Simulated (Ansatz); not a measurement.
Relaxation of C$_{2}$H$_{6}$BFN$_{2}$ (12 atoms, charge 0, multiplicity 1), to a largest force component of 0.015 eV/Å in at most 40 steps.

These are results of RKS r2SCAN-D4/STO-3G in Ansatz 0.2.0, not measurements.

```xyz
12
Properties=species:S:1:pos:R:3:forces:R:3
N -1.634 0.367 1.195 -3.90 6.27 0.12
C -0.792 -0.351 0.660 1.61 -2.85 -0.17
C -0.057 0.103 -0.571 3.38 -0.12 1.55
N 0.796 -0.997 -1.156 -2.10 -0.35 -3.28
B 0.984 1.275 -0.197 3.33 -0.31 3.64
F 2.040 1.075 0.779 -3.89 0.46 -3.70
H -2.186 0.107 2.015 -0.22 -1.55 1.49
H -0.561 -1.311 1.086 1.11 -1.92 0.03
H -0.740 0.507 -1.269 -1.30 0.40 -1.67
H 0.042 -1.729 -1.455 1.37 0.54 0.43
H 1.317 -1.458 -0.405 0.44 -0.57 1.61
H 0.868 2.358 -0.648 0.18 0.00 -0.06
```

Problem. Where does it end, and by what steps?

Solution. It converged. Limits of this set-up: minimal basis. After 28 steps the energy has fallen by 1.448 eV; F6 moved furthest, 1.01 Å.

```tsv
step	energy less start (eV)	largest force component (eV/Å)	accepted
0	0.0000	6.266	yes
1	-0.9662	3.460	yes
2	-1.1535	2.201	yes
3	-1.2383	1.242	yes
4	-1.3290	0.268	yes
5	-1.3431	0.328	yes
6	-1.3563	0.250	yes
7	-1.3685	0.464	yes
8	-1.3772	1.170	yes
9	-1.3810	1.119	yes
10	-1.4093	0.289	yes
11	-1.4202	0.278	yes
12	-1.4261	0.349	yes
13	-1.4342	0.117	yes
14	-1.4386	0.067	yes
15	-1.4409	0.070	yes
16	-1.4425	0.109	yes
17	-1.4433	0.197	yes
18	-1.4451	0.154	yes
19	-1.4432	0.305	no
20	-1.4461	0.110	yes
21	-1.4471	0.127	yes
22	-1.4479	0.040	yes
23	-1.4475	0.117	no
24	-1.4480	0.029	yes
25	-1.4481	0.025	yes
26	-1.4481	0.018	yes
27	-1.4481	0.016	yes
28	-1.4481	0.014	yes
```

```xyz
12
Properties=species:S:1:pos:R:3
N -2.076 0.100 0.777
C -0.788 -0.174 0.733
C 0.037 0.171 -0.525
N 0.666 -1.082 -1.152
B 1.156 1.265 -0.183
F 2.420 0.918 -0.140
H -2.416 -0.267 1.733
H -0.218 -0.695 1.535
H -0.672 0.594 -1.264
H -0.137 -1.782 -1.176
H 1.256 -1.486 -0.362
H 0.848 2.382 0.057
```

Whether the end is a true minimum wasn't checked by a vibrational analysis.

Run time: 2.3 min on 1 thread of Arm Neoverse V1, with other jobs on the host, peak memory 0.17 GiB.
